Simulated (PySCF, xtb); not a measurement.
(2R)-but-3-ene-1,2-diamine (C4H10N2), SMILES NC[C@H](N)C=C.

GFN2-xTB (xtb) at its own geometry gives an orbital gap of 4.05 eV and a dipole moment of 2.29 D.

Geometry optimised at B3LYP-D3(BJ)/def2-SVP. Other conformers were not sampled.

Task: What does M06-2X/def2-TZVP in PySCF give? (An estimate is asked for; the answer gives what the named calculation found.)

Result: gap 9.18 eV (levels -8.24 and 0.94 eV), dipole 1.97 D.
